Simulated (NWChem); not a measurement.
Correlation energy of GeSe

```
Ge
Se 1 2.1689
```
Charge 0, spin multiplicity 1.

Program: NWChem. All single points use one geometry, from PBE/def2-SVP, a minimum by its harmonic frequencies.

Basis set: def2-SVP. Each correlation energy counts from its own Hartree-Fock reference.

The Hamiltonian is non-relativistic. The correlated methods keep 18 core orbitals frozen. The structure started from a generated list of species. Coupled-cluster values serve here as a point of comparison, not as the truth.

```
method        correlation energy (mHa)
------------  ------------------------
MP2                                  …
SCS-MP2                         -402.7
CR-CCSD[T]                           …
CR-CCSD(T)                      -448.2
CCSD                                 …
CCSD+T(CCSD)                         …
CCSD(T)                         -452.6
```

Q: Complete the blanks.

A: 
- MP2, correlation energy (mHa): -437.9
- CR-CCSD[T], correlation energy (mHa): -450.0
- CCSD, correlation energy (mHa): -434.6
- CCSD+T(CCSD), correlation energy (mHa): -455.0
